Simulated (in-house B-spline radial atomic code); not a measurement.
## Pd9+: [Kr] 4d1

All numbers are computed (Dirac-Kohn-Sham PBEsol, spherical fractional occupations; Fermi nucleus of rms radius 4.5318 fm) with a B-spline radial code for spherical atoms, not measured.

Z_r = [3n² - l(l+1)]/(2<r>); Z_e = n√(-2ε); the last column is Slater's effective charge. Values are occupation-weighted means over j. An effective charge above Z reflects the relativistic contraction of the inner shells.

```
shell  electrons   ε (eV)  <r> (bohr)    Z_r    Z_e  Slater
   1s          2   -24312     0.03187  47.07  42.27   45.70
   2s          2  -3699.4       0.138  43.47  32.98   41.85
   2p          6  -3338.5      0.1205  41.51  31.33   41.85
   3s          2  -806.53      0.3785  35.67  23.10   34.75
   3p          6  -687.51      0.3775  33.12  21.33   34.75
   3d         10  -497.35      0.3558  29.51  18.14   24.85
   4s          2  -243.62      0.8926  26.89  16.93   18.25
   4p          6  -206.66      0.9477  24.27  15.59   18.25
   4d          1  -150.27       1.064  19.74  13.29   10.00
```

The least bound orbital is 4d5/2 at -149.9 eV, and it is also the most diffuse (<r> = 1.067 bohr).

Spin-orbit splittings of the orbital energies (j = l + 1/2 above j = l - 1/2 when positive): 2p 159.2 eV, 3p 27.94 eV, 3d 5.601 eV, 4p 5.483 eV, 4d 0.903 eV.

For the 1s electron the small component carries 2.83 % of the norm, the zero-frequency Breit interaction raises the level by 51.85 eV, self-energy by 28.83 eV, and vacuum polarisation lowers it by 3.559 eV.
